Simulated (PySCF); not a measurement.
# How methods differ on the excitation energy of Ni²⁺

Ni²⁺ [Ar] 3d8 (3F) → Ni²⁺ [Ar] 3d7 4s1 (5F), as a difference of total energies. Computed with PySCF 2.14 in aug-cc-pVDZ, with no relativity, point nucleus. Correlated levels: valence: [Ar] frozen. The calculations carry no spin-orbit coupling.

```json
{"method": "UHF", "excitation energy (eV)": "5.878"}
{"method": "LDA", "excitation energy (eV)": "7.400"}
{"method": "PBE", "excitation energy (eV)": "7.232"}
{"method": "PBE0", "excitation energy (eV)": "7.134"}
{"method": "r2SCAN", "excitation energy (eV)": "7.196"}
{"method": "M06", "excitation energy (eV)": "8.039"}
{"method": "LC-wPBE", "excitation energy (eV)": "7.567"}
{"method": "revPBE", "excitation energy (eV)": "7.277"}
{"method": "B97-3", "excitation energy (eV)": "7.431"}
{"method": "MP2 (valence)", "excitation energy (eV)": "7.385"}
{"method": "SCS-MP2 (valence)", "excitation energy (eV)": "7.470"}
```

Problem. How much does correlation contribute at MP2 (valence)?

Solution. 7.385 − (5.878) = 1.507 eV, measured against UHF.

A first-order spin-orbit estimate (lowest level to lowest level, LS coupling) adds -0.012 eV.
